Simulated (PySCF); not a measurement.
An unknown is described by computed data only.

Formula: C2H5FO3S.

- Triplet: lowest triplet excitation (Tamm–Dancoff): 7.98 eV [TDA PBE0/def2-SVPD]
- 1H NMR: chemical shifts (computed TMS as zero) by class: 6.08 (2 H), 2.98 (3 H) ppm [GIAO PBE0/pcSseg-1]
- UV, strongest line: among the 6 lowest singlet transitions: S4 at 8.85 eV (140 nm, f = 0.059) [TDDFT PBE0/def2-SVPD]
- Rotational structure: rotational constants A, B, C: 3.942, 1.760, 1.626 GHz [GFN2-xTB]
- Dipole: 2.80 D [PBE0/def2-SVPD]
- UV, first state: lowest singlet excitation: 8.42 eV (147 nm, f = 0.001) [TDDFT PBE0/def2-SVPD]
- NMR, other nuclei: isotropic shieldings of nuclei other than C and H, by class: 96 (1 O), 104 (2 O), 348 (1 F), 187 (1 S) ppm [GIAO PBE0/pcSseg-1]
- 13C NMR: chemical shifts (computed TMS as zero) by class: 101.4 (1 C), 48.8 (1 C) ppm [GIAO PBE0/pcSseg-1]
- Polarisability: 55.9 au [PBE0/def2-SVPD]

The electronic properties come from PySCF, for the isolated species, density fitting. Levels stand in brackets. Geometry: GFN2-xTB, one conformer, isolated molecule. Each NMR value is the plain mean over a class of atoms that symmetry, rotation or inversion makes alike.

Problem. Propose a structure and show how it fits.

Solution. Numbering: `[CH3:1][S:2](=[O:3])(=[O:4])[O:5][CH2:6][F:7]`. 2 carbons fall into 2 classes; from least to most shielded: sp3 C–F carbon [C6] (101.4 ppm), S-methyl carbon [C1] (48.8 ppm). Hydrogen classes from least to most shielded: 2 H on an sp3 C–F carbon, C6 (6.08 ppm), 3 H on an S-methyl carbon, C1 (2.98 ppm). The other shieldings belong to: 96 ppm, oxygen bonded to C and S [O5]; 104 ppm, sulfonyl oxygen [O3/O4]; 348 ppm, alkyl fluorine [F7]; 187 ppm, sulfonyl sulfur [S2]. The optimised geometry has point group C1 and is an asymmetric top. Structure: `CS(=O)(=O)OCF`. The assignments are read from this structure; whether some other isomer fits the data as well wasn't checked.

Shape of the structure used: `[CH3:1][S:2](=[O:3])(=[O:4])[O:5][CH2:6][F:7]`: C1–S2–O5–C6 86°, S2–O5–C6–F7 -78°.
